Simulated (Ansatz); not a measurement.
Reaction (ligand exchange at the Si–C bond): `OC([SiH3])[SiH2]Cl` + `OBCO` → `OCBO[SiH3]` + `OC[SiH2]Cl`

Calculated with Ansatz (gas phase, PBE0-D4/def2-TZVP geometries, no zero-point term in ΔE). CCSD(T)/CBS is the MP2 limit (def2-TZVPP, def2-QZVPP) plus CCSD(T) − MP2 in def2-TZVPP, frozen cores. Functionals use def2-TZVPP. One conformer a species, not always the lowest.

CCSD(T)/CBS gives -0.85 eV.

(1) Another level gave -0.92 eV. Which?
A. r2SCAN/def2-TZVPP
B. HF/def2-TZVPP
C. MP2/def2-TZVPP
D. B2PLYP/def2-TZVPP

Largest T1 diagnostic among the species: 0.012.

Answers

(1) D. B2PLYP -0.92, r2SCAN -0.81, MP2/def2-TZVPP -0.86, HF/def2-TZVPP -1.19 eV.

In def2-TZVPP, CCSD(T) changes the Hartree–Fock value by +0.34 eV (the triples alone add +0.05 eV) and MP2 by +0.33 eV. The D4 term adds +0.07 eV with B3LYP and +0.04 eV with PBE0; it sums over pairs of atoms, weighted by their polarisabilities, and B3LYP, whose exchange is more repulsive, gets the larger term. From PBE to PBE0 (25 % exact exchange), in def2-TZVPP and without D4, ΔE moves by −0.07 eV.

B3LYP here is the variant with VWN-RPA as its local correlation; programs differ in this.
